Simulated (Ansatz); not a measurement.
Basis-set extrapolation for CH3BFN (`FC1BN1`) (PBE0-D4/def2-TZVP geometry, frozen core, the Gaussian-basis code of Ansatz). Multiplicity 1, RHF reference.

```
                      def2-TZVPP   def2-QZVPP
                 HF  -218.241322  -218.251313
    MP2 correlation    -0.712667    -0.768702
CCSD(T) correlation    -0.759532      not run
```

Energies in hartree. Use E(X) = E(∞) + A·exp(−7.88·√X) for Hartree–Fock and E(X) = E(∞) + B·X^(−2.97) for correlation, with X = 3 and 4, and add CCSD(T) minus MP2 of the smaller set to the MP2 limit.

Task: What is the CCSD(T) energy at the basis-set limit?

Result: HF limit: -218.251313 + (-0.009991) × 0.13774 = -218.25269. MP2 limit: -0.768702 + (-0.056035) × 0.74074 = -0.81021. Higher-order term: -0.759532 − (-0.712667) = -0.04686. Total: -219.10976 hartree, 2.96 eV below CCSD(T)/def2-TZVPP.
